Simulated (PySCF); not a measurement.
# `[C@H]1(N)C[C@H](C(=C)C)C1`, C7H13N

Geometry (Å), atoms numbered from 1 in this order:
```xyz
21

C    -2.420    1.424    0.325
C    -1.502    0.486    0.147
C    -1.872   -0.890   -0.319
C    -0.052    0.769    0.401
C     0.705   -0.267    1.263
C     1.486   -0.738    0.025
N     2.912   -0.840    0.206
C     0.903    0.455   -0.774
H    -2.166    2.415    0.663
H    -3.466    1.242    0.143
H    -1.643   -1.629    0.448
H    -1.315   -1.160   -1.214
H    -2.934   -0.945   -0.542
H     0.044    1.792    0.771
H     1.354    0.194    2.004
H     0.095   -1.018    1.758
H     1.135   -1.702   -0.353
H     3.292    0.044    0.531
H     3.370   -1.078   -0.667
H     0.430    0.218   -1.725
H     1.636    1.245   -0.937
```

The calculation used GIAO B97-2/pcSseg-1 magnetisability, rotational g tensor and spin-rotation constants, non-relativistic, gas phase in PySCF 2.14.0. Geometry: GFN2-xTB.

Task: Give the nuclear spin-rotation constants along the inertial axes (H = +C I·J) beside the isotropic shieldings.

Result: Rotational constants 4.6982, 1.1948, 1.1332 GHz. A star marks the isotopologue with that one atom substituted, in its own axes.
```csv
atom,isotope,Caa (kHz),Cbb (kHz),Ccc (kHz),mean (kHz),σ (ppm)
N7,14N,0.208,0.068,0.070,0.115,203.6
H9,1H,-0.463,0.104,-0.133,-0.164,26.9
H10,1H,0.224,-0.074,-0.132,0.006,27.0
H11,1H,-0.413,-0.094,-0.018,-0.175,29.7
H12,1H,-0.319,-0.101,-0.038,-0.153,29.9
H13,1H,0.057,-0.099,-0.132,-0.058,30.1
H14,1H,-0.490,0.060,-0.126,-0.185,29.0
H15,1H,-0.379,-0.040,-0.079,-0.166,29.9
H16,1H,-0.418,-0.057,-0.042,-0.172,29.4
H17,1H,-0.519,0.071,-0.120,-0.189,28.5
H18,1H,-0.538,0.021,-0.149,-0.222,31.3
H19,1H,-0.378,-0.129,-0.033,-0.180,30.7
H20,1H,-0.419,-0.083,-0.020,-0.174,29.5
H21,1H,-0.390,-0.017,-0.104,-0.171,30.2
C1,13C*,1.442,0.459,0.193,0.698,72.5
C2,13C*,1.920,0.603,0.155,0.892,32.5
C3,13C*,0.705,0.150,0.175,0.344,167.2
C4,13C*,0.882,0.188,0.193,0.421,149.5
C5,13C*,0.651,0.217,0.218,0.362,150.0
C6,13C*,0.868,0.244,0.203,0.438,137.4
```
For the geometry as given, no vibrational averaging.

Task: How do the rotational constants and the g tensor change when H9, H10, H11, H12, H13, H14, H15, H16, H17, H18, H19, H20, H21 are replaced by deuterium?

Result: Constants 3.4971, 1.0195, 0.9577 GHz; g -0.0143, -0.0102, -0.0016, against -0.0186, -0.0121, -0.0019 before.
